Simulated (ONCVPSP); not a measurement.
**Ranking ONCV potentials for tin (Sn)**

All share these settings but for the change named:

```json
{"Element": "Sn (Z = 50)", "Generator": "ONCVPSP 4.0.1", "Type": "optimised norm-conserving Vanderbilt (ONCV)", "Functional": "LDA (Perdew-Wang 92)", "Relativity": "scalar-relativistic", "Frozen core": "[Ar] 3d10", "Valence charge": "22", "Reference configuration": "4s2 4p6 4d10 5s1 5p3", "Partial waves": "4s+5s: rc 1.15 bohr, ncon 4, nbas 7, qcut 11.6 1/bohr, 2 projectors; 4p+5p: rc 1.60 bohr, ncon 4, nbas 9, qcut 8.3 1/bohr, 2 projectors; 4d: rc 1.55 bohr, ncon 4, nbas 7, qcut 12.3 1/bohr, 2 projectors, debl 2 Ha; f scattering state at 0.35 Ha: rc 1.50 bohr, ncon 3, nbas 6, qcut 8.6 1/bohr, 3 projectors, debl 2.3 Ha", "Local potential": "polynomial inside 0.85 bohr (lpopt 1, dvloc0 -1 Ha)", "Core correction": "polynomial model core, fcfact 0.45"}
```

Test errors are all-electron minus pseudo excitation energies from the reference, over 4s2 4p6 4d10 5s2 5p2; 4s2 4p6 4d10 5s2 5p1; 4s2 4p6 4d10 5s2 5p0; 4s2 4p5 4d10 5s2 5p2. None of these files shows a bound ghost.

The base gives 138.0 meV.

Of 10 variants that were run, those that failed, showed a ghost or another fault, or gave nearly equal values are left out.

A variant can come out equal or close to the base, since the largest error may sit in a test that the change hardly touches while other tests move.

(1) Rank these variants by their largest absolute test error, smallest first.
A. all radii but the core radius scaled by about 1.25 (s 1.44, p 2.00, d 1.94, f 1.88 bohr); local potential polynomial inside 1.06 bohr (lpopt 1, dvloc0 -1 Ha)
B. all radii but the core radius scaled by about 1.13 (s 1.30, p 1.82, d 1.76, f 1.70 bohr); local potential polynomial inside 0.96 bohr (lpopt 1, dvloc0 -1 Ha)
C. all radii but the core radius scaled by about 1.31 (s 1.50, p 2.10, d 2.04, f 1.96 bohr); local potential polynomial inside 1.12 bohr (lpopt 1, dvloc0 -1 Ha)

## Answers

(1) C (70.2 meV), A (85.2 meV), B (124.1 meV).
